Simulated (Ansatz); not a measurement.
Cost and result for the atomization energy of `Cl[SiH]1CC1` (9 atoms, 9 bonds).

```xyz
9

Cl   -1.769   -0.505   -2.003
Si   -0.001   -0.339   -0.992
C     0.021   -0.551    0.824
C     0.171    0.922    0.321
H     1.129   -0.745   -1.845
H    -0.905   -0.775    1.344
H     0.889   -0.984    1.311
H    -0.665    1.579    0.541
H     1.131    1.396    0.498
```

The species carries charge 0 and has multiplicity 1. All single points use the PBE0-D4/def2-TZVP geometry. Program: Ansatz. All runs use 2 threads of an Arm Neoverse V1 on a shared host. Times are those of one run each, without the atoms' runs, and a repeat can differ threefold. Electronic energies, without spin–orbit coupling; frozen cores. CCSD(T)/CBS adds CCSD(T) − MP2 in def2-TZVPP to the MP2 limit, and its time is that of the two runs behind it. T1 = 0.010. B3LYP takes the VWN-RPA correlation (the form of Gaussian; ORCA's B3LYP/G). HSE06 is the plane-wave form, built on full-range PBE exchange.

CCSD(T)/CBS is a level of theory with its own doubt, some kJ/mol a heavy atom from the limit and from the frozen cores, so smaller differences don't rank the functionals.

```csv
level,functions,wall time,atomization (kcal/mol),difference from CCSD(T)/CBS,per bond
LDA (SPW92)/def2-TZVPP,216,1.8 s,886.3,106.0,11.8
BLYP-D4/def2-TZVPP,216,2.8 s,772.0,-8.3,-0.9
CCSD(T)/def2-SVP,89,3.2 s,735.0,-45.3,-5.0
BHLYP-D4/def2-TZVPP,216,4.3 s,761.1,-19.2,-2.1
HSE06-D4/def2-TZVPP,216,4.6 s,785.9,5.6,0.6
CAM-B3LYP-D4/def2-TZVPP,216,4.8 s,780.3,0.0,0.0
B3LYP-D4/def2-TZVPP (with forces),216,6.5 s,777.4,-2.9,-0.3
r2SCAN-D4/def2-TZVPP (with forces),216,7 s,785.4,5.1,0.6
PBE-QIDH/def2-TZVPP,216,7.5 s,780.9,0.6,0.1
ωB97X-V/def2-TZVPP,216,11 s,784.5,4.2,0.5
MP2/def2-QZVPP,404,24 s,784.1,3.8,0.4
CCSD(T)/def2-TZVPP,216,88 s,760.2,-20.1,-2.2
CCSD(T)/CBS(def2),–,110 s,780.3,0.0,0.0
```

In def2-TZVPP, CCSD(T) changes the Hartree–Fock value by +177.8 kcal/mol (the triples alone add +11.1 kcal/mol) and MP2 by +189.8 kcal/mol; breaking electron pairs costs correlation energy, which Hartree–Fock lacks. At CCSD(T), def2-SVP lies −45.3 kcal/mol from the extrapolated value and def2-TZVPP −20.1 kcal/mol: correlation converges slowly with the basis, and small sets miss more of it in the bonded molecule than in its fragments. From PBE to PBE0 (25 % exact exchange), in def2-TZVPP and without D4, the atomization energy moves by −7.5 kcal/mol: exact exchange takes away binding that semilocal exchange gives to molecules.
